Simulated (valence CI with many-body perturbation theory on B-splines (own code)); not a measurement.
## Sn¹⁸⁺ in brief

Level of theory: valence CI with perturbative core correlation (CI+MBPT): four valence electrons over a frozen Dirac-Fock core [Ar] 3d10, radial functions for each j: 11 s, 11 p, 9 d, 7 f, 5 g, 2 h, 1 i, with the one-electron correlation potential Σ1, the two-electron term Σ2, the three-electron term Σ3, Breit, model QED; selected CI, second order for the rest (own B-spline code, finite nucleus).

No measured levels were compared; by estimate levels hold to about 250 cm⁻¹ or 0.2 % of their energy and the worst to 1 %, as in measured heavy ions of charge 2 to 7; those with d or f electrons hold less well.

Levels are named by their leading jj configuration (3d3/2^4 stands for four electrons in 3d with j = 3/2), which in mixed levels can hold well under half, so a name can repeat and another be missing.

Rates and lifetimes use the calculated energies. Strong lines usually hold to 10 to 20 %, long lifetimes can be off by a factor of two.

Problem. What is the ground level?

Solution. (4s^2 4p1/2^2) J=0, composition 80 % 4s2.4p2 3P + 18 % 4s2.4p2 1S.

Problem. How well does LS coupling describe the low levels?

Solution. Among the lowest 20 levels the leading LS term, summed over configurations, holds 71 % on average. For single configurations the figures are 68 % in LS and 83 % in jj coupling. Terms mix most in the J = 2 level at 546360 cm⁻¹, where the leading one holds 45 %.

Problem. Among levels below 1220800 cm⁻¹, which E1 lines absorb most strongly from the ground level?

Solution. to (4s^2 4p1/2 4d3/2) J=1 at 13.80 nm, f = 1.73; to (4s 4p1/2^2 4p3/2) J=1 at 22.10 nm, f = 0.339; to (4s 4p1/2 4p3/2^2) J=1 at 16.94 nm, f = 0.193.

Problem. Where does the other parity begin?

Solution. At (4s 4p1/2^2 4p3/2) J=2, 387220 cm⁻¹.

Problem. What is the ionisation energy?

Solution. 507.34 eV; NIST lists 506 ± 3 eV (theoretical).

Problem. Name the longest-lived excited levels whose lifetime is computed, and their main decay.

Solution. (4s^2 4p1/2 4p3/2) J=2 at 84280 cm⁻¹ lives 18.7 ms, mostly by M1 to (4s^2 4p1/2 4p3/2) J=1; (4s^2 4p1/2 4p3/2) J=1 at 67700 cm⁻¹ lives 221 μs, mostly by M1 to (4s^2 4p1/2^2) J=0; (4s^2 4p3/2 4d5/2) J=4 at 751050 cm⁻¹ lives 187 μs, mostly by M1 to (4s^2 4p1/2 4d5/2) J=3.

Problem. What are the static dipole polarisabilities of the lowest levels?

Solution. (4s^2 4p1/2^2) J=0 0.309; (4s^2 4p1/2 4p3/2) J=1 0.324 (tensor 0.012); (4s^2 4p1/2 4p3/2) J=2 0.323 (tensor 0.013); (4s^2 4p3/2^2) J=2 0.335 (tensor 0.014) bohr³, of which the core gives 0.0184.
